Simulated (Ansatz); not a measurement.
[ReH9]2- (ReH₉²⁻). The state is a singlet with charge -2. Geometry B3LYP-D4/def2-TZVPD.

```xyz
10

Re    0.0001   -0.0002    0.0002
H     0.2593   -1.6114   -0.4431
H    -0.5734    1.1175   -1.1276
H     0.3241    0.4742    1.5907
H     1.5740   -0.5222    0.4854
H    -0.7556   -1.0728    1.1243
H     0.9180   -0.0837   -1.4626
H    -1.3796   -0.6267   -0.8325
H     0.9653    1.4342    0.0176
H    -1.3324    0.8912    0.6477
```

In the def2 sets Re takes a core potential; there is no spin–orbit coupling. A multiply charged anion in the gas phase is held together partly by the finite basis. Removing one electron lowers the energy by 0.59 eV at PBE0-D4/def2-TZVPD, so it isn't bound. At PBE-D4/def2-SVPD, r2SCAN-D4/def2-TZVPD, PBE0-D4/def2-SVPD, PBE0-D4/def2-TZVPD and others the highest occupied level of the charge -2 singlet lies above zero (up to 3.55 eV). By energy differences it is unbound by 0.59 eV (vertical, to the charge -1 doublet, at PBE0-D4/def2-TZVPD) and held by the finite basis.

Estimate the orbital energies around the gap (eV) in Ansatz with PBE-D4/def2-SVPD, r2SCAN-D4/def2-TZVPD, PBE0-D4/def2-SVPD, PBE0-D4/def2-TZVPD, CAM-B3LYP-D4/def2-TZVPD.


```tsv
orbital	PBE-D4/def2-SVPD	r2SCAN-D4/def2-TZVPD	PBE0-D4/def2-SVPD	PBE0-D4/def2-TZVPD	CAM-B3LYP-D4/def2-TZVPD
HOMO−9	-34.40	-35.81	-37.50	-37.50	-39.19
HOMO−8	-0.82	-1.32	-2.43	-2.49	-4.12
HOMO−7	2.38	2.08	1.17	1.13	-0.26
HOMO−6	2.38	2.08	1.17	1.13	-0.26
HOMO−5	2.58	2.24	1.38	1.31	-0.07
HOMO−4	2.62	2.27	1.41	1.34	-0.04
HOMO−3	3.27	2.88	2.15	2.02	0.67
HOMO−2	3.51	3.18	2.40	2.32	0.99
HOMO−1	3.52	3.22	2.42	2.35	1.00
HOMO	3.55	3.29	2.46	2.38	1.04
LUMO	8.48	7.46	9.06	7.30	7.69
LUMO+1	8.71	7.46	9.21	7.30	7.70
LUMO+2	8.72	7.47	9.21	7.31	7.70
LUMO+3	8.74	8.63	9.24	8.57	9.18
LUMO+4	10.41	10.25	11.25	10.55	11.34
LUMO+5	10.42	10.26	11.25	10.55	11.34
```
